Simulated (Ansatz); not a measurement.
```yaml
crystal:
  periodic: [false, false, false]
  atoms:
    - {symbol: C, position_ang: [-0.179797, 0.719195, 2.121524]}
    - {symbol: S, position_ang: [-0.408878, -1.088078, 2.167829]}
    - {symbol: Al, position_ang: [-0.194134, -1.626664, 0.069471]}
    - {symbol: O, position_ang: [0.101377, -0.440180, -1.070873]}
    - {symbol: In, position_ang: [0.403168, 0.554375, -2.751391]}
    - {symbol: H, position_ang: [0.028268, 1.062552, 1.109427]}
    - {symbol: H, position_ang: [0.653693, 0.984221, 2.771003]}
    - {symbol: H, position_ang: [-1.086096, 1.200386, 2.487498]}
    - {symbol: Xx, position_ang: [-0.323293, -3.154567, -0.310272]}
    - {symbol: H, position_ang: [-1.053717, 0.927519, -3.560988]}
    - {symbol: H, position_ang: [2.059398, 0.861252, -3.033238]}
basis:
  gaussian: {orbitals: ANO-RCC-VTZP}
hamiltonian: {xc: {name: PBE0-DH}}
```

```sh
$ ansatz run in.yaml --threads 4 --pin off --events-out ev --progress --plain --max-ram 10444MiB
```

It prints (some lines left out):

```
Error: YAML parse error: error: line 12 column 16: `Xx` is not an element symbol (H … Og, case-exact)
10 |     - {symbol: H, position_ang: [0.653693, 0.984221, 2.771003]}
11 |     - {symbol: H, position_ang: [-1.086096, 1.200386, 2.487498]}
12 |     - {symbol: Xx, position_ang: [-0.323293, -3.154567, -0.310272]}
13 |     - {symbol: H, position_ang: [-1.053717, 0.927519, -3.560988]}
14 |     - {symbol: H, position_ang: [2.059398, 0.861252, -3.033238]}
```

Problem. What is wrong with this run?

Solution. An element symbol is wrong. The input was rejected before any iteration.
